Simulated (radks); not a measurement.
Initial-state core-level shifts of the manganese ion Mn2+ when its valence configuration changes from [Ar] 3d5. Method: scalar-relativistic Kohn-Sham, PBEsol, spin-polarised, spherical densities, point nucleus; open shells are filled with parallel spins first; computed with a radial shooting solver on a logarithmic mesh with Libxc functionals. Shifts are changes of the shell-averaged eigenvalues in eV (positive: less bound).

valence           1s       2s       2p       3s
3d4 4p1       -8.765   -9.748   -9.654   -8.415
3d3 4p2      -18.438  -20.631  -20.429  -17.313
3d2 4p3      -28.973  -32.588  -32.269  -26.571
3d4 4s1       -7.534   -8.556   -8.466   -7.174
3d2 4s1 4p2  -27.885  -31.497  -31.187  -25.486
3d3 4s1 4p1  -17.273  -19.482  -19.287  -16.146
3d4.5 4s0.5   -3.638   -4.126   -4.082   -3.502
3d2 4s2 4p1  -27.126  -30.685  -30.389  -24.703
